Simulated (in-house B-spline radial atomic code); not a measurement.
# Ionising the krypton ion Kr⁴⁺ with different functionals

Computed with a radial B-spline atomic code at the basis-set limit: non-relativistic Hamiltonian, point nucleus, spin-polarised at highest spin, spherical fractional occupations for the functionals, and exact exchange of hybrids averaged over the configuration. The ionisation energy is the difference of two self-consistent energies, [Ar] 3d10 4s2 4p2 → [Ar] 3d10 4s2 4p1, without Breit or QED terms; ε is the level of the shell that loses the electron (its least bound occupied spin orbital). There is no spin-orbit coupling in this Hamiltonian.

| method | rung | ΔSCF (eV) | -ε(4p) (eV) |
| --- | --- | --- | --- |
| PBE0 | global hybrid | ? | ? |
| B3LYP | global hybrid | 64.12 | 58.82 |
| TPSSh | global hybrid | 64.16 | 58.30 |
| M06-2X | global hybrid | 64.10 | 61.06 |
| BHandHLYP | global hybrid | 63.97 | 60.77 |
| r2SCAN0 | global hybrid | 64.37 | 59.59 |
| B97-1 | global hybrid | 63.96 | 58.83 |
| HSE06 | range-separated hybrid | 64.05 | 58.76 |
| wB97X | range-separated hybrid | 63.82 | 61.64 |
| CAM-B3LYP | range-separated hybrid | 64.12 | 60.69 |
| LC-wPBE | range-separated hybrid | ? | ? |

(1) What does LC-wPBE give?

(2) What does PBE0 give?

(3) Among the functionals, which spreads more, the ΔSCF values or the orbital energies?

(4) How do they compare with the NIST value?

Answers

(1) ΔSCF 64.19 eV, and -ε(4p) = 62.35 eV.

(2) ΔSCF 64.10 eV, and -ε(4p) = 59.23 eV.

(3) The orbital energies: ΔSCF values span about 0.55 eV and the orbital energies 4.05 eV; here energy differences depend much less on the functional than eigenvalues do.

(4) NIST lists 64.7 eV ± 0.2 (semi-empirical, ground level to ground level). Errors run from -0.87 to -0.32 eV; r2SCAN0 is closest (-0.32 eV), though others lie within the uncertainty of it, and part of that can be cancellation, since the calculations leave out relativity, Breit-QED terms, multiplet and fine-structure energies.
